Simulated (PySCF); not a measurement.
ZnHBr, SMILES [ZnH][Br]. Geometry: B3LYP-D3(BJ)/def2-TZVP.

Computed with B3LYP-D3(BJ)/def2-TZVP (PySCF).

Harmonic wavenumbers (cm⁻¹): 304, 429, 429, 1954. Rotational constants (GHz): 2.646 (linear); symmetry number 1.

Problem. Work out the zero-point energy and the ideal-gas rigid-rotor harmonic-oscillator thermochemistry at 298.15 K and 1 atm.

Solution. ZPE = ½ Σ hcν = ½ × 3116 cm⁻¹ = 4.46 kcal/mol. H − E(el) = 7.14 kcal/mol. Entropy in cal/(mol K): translation 40.85, rotation 17.41, vibration 3.12, total 61.38. G − E(el) = -11.16 kcal/mol. Cp = 11.45 cal/(mol K).
